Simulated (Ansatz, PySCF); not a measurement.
CH6O3Sn, SMILES [CH3][Sn]([OH])([OH])[OH] (connectivity only; charge and spin as stated), charge +1, multiplicity 2. Atoms are numbered in the order given.

```xyz
11

O     -0.2495    -1.5193     1.2705
Sn    -0.1659    -0.0188     0.0197
O     -0.7134    -0.3913    -1.8200
O     -0.6580     1.7338     0.7333
C      2.2135     0.2363    -0.2443
H     -0.3736    -1.2775     2.2068
H     -0.8384    -1.3336    -2.0370
H     -1.0010     2.3707     0.0796
H      2.5352    -0.6509     0.3142
H      2.3272     1.2143     0.2385
H      2.2612     0.1972    -1.3392
```
Charge +1, spin multiplicity 2.

Geometry optimised at B3LYP-D3(BJ)/def2-SVP. The def2 effective core potentials stand for the cores of Sn; spin–orbit coupling is left out. One conformer was computed; it need not be the lowest.

Two levels are set side by side: PBE-D3(BJ)/def2-SVP (Ansatz, an electronic-structure program) and B3LYP-D3(BJ)/def2-SVP (Ansatz). Each level has its own optimised geometry; the coordinates shown are those of the second. Frequencies come from the Hessian of PySCF at each geometry. Differences are taken from unrounded values.

```
quantity                            B3LYP-D3(BJ)
----------------------------------  ------------
mean bond length (Å)                       1.449
bond O1–Sn2 (Å)                            1.955
bond Sn2–O3 (Å)                            1.955
bond Sn2–O4 (Å)                            1.955
bond Sn2–C5 (Å)                            2.408
bond O1–H6 (Å)                             0.975
bond O3–H7 (Å)                             0.975
bond O4–H8 (Å)                             0.975
bond C5–H9 (Å)                             1.097
bond C5–H10 (Å)                            1.097
bond C5–H11 (Å)                            1.097
highest harmonic wavenumber (cm⁻¹)          3752
mean harmonic wavenumber (cm⁻¹)             1180
zero-point energy (kcal/mol)               45.54
```

**Question.** What does PBE-D3(BJ) give, and how far is it from B3LYP-D3(BJ)? (The exact figures need the calculation; the answer reports its results.)

**Answer.** 
| quantity | PBE-D3(BJ) | PBE-D3(BJ) minus B3LYP-D3(BJ) |
|---|---|---|
| mean bond length (Å) | 1.451 | 0.002 |
| bond O1–Sn2 (Å) | 2.006 | 0.050 |
| bond Sn2–O3 (Å) | 2.006 | 0.050 |
| bond Sn2–O4 (Å) | 2.006 | 0.050 |
| bond Sn2–C5 (Å) | 2.216 | -0.191 |
| bond O1–H6 (Å) | 0.985 | 0.010 |
| bond O3–H7 (Å) | 0.985 | 0.010 |
| bond O4–H8 (Å) | 0.985 | 0.010 |
| bond C5–H9 (Å) | 1.106 | 0.009 |
| bond C5–H10 (Å) | 1.106 | 0.009 |
| bond C5–H11 (Å) | 1.106 | 0.009 |
| highest harmonic wavenumber (cm⁻¹) | 3629 | -122 |
| mean harmonic wavenumber (cm⁻¹) | 1150 | -30 |
| zero-point energy (kcal/mol) | 44.39 | -1.15 |
